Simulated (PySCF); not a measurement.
sulfuric acid (H2O4S), SMILES O=S(=O)(O)O.

Geometry: TPSSh-D3(BJ)/def2-SVP. One conformer was computed; it need not be the lowest.

All values below come from CAM-B3LYP/def2-TZVP (PySCF).

The molecule is in vacuum.

total energy: -700.35051 hartree
point group: C2
highest occupied level: -11.21 eV
lowest empty level: 0.67 eV
orbital gap: 11.88 eV
dipole moment: 3.15 D
quadrupole, principal values (traceless, Buckingham form, about the centre of nuclear charge): -8.91, 0.06, 8.85 D·Å
mean static polarisability: 32.5 bohr³ (4.82 Å³)
polarisability, principal values: 30.7, 31.2, 35.8 bohr³
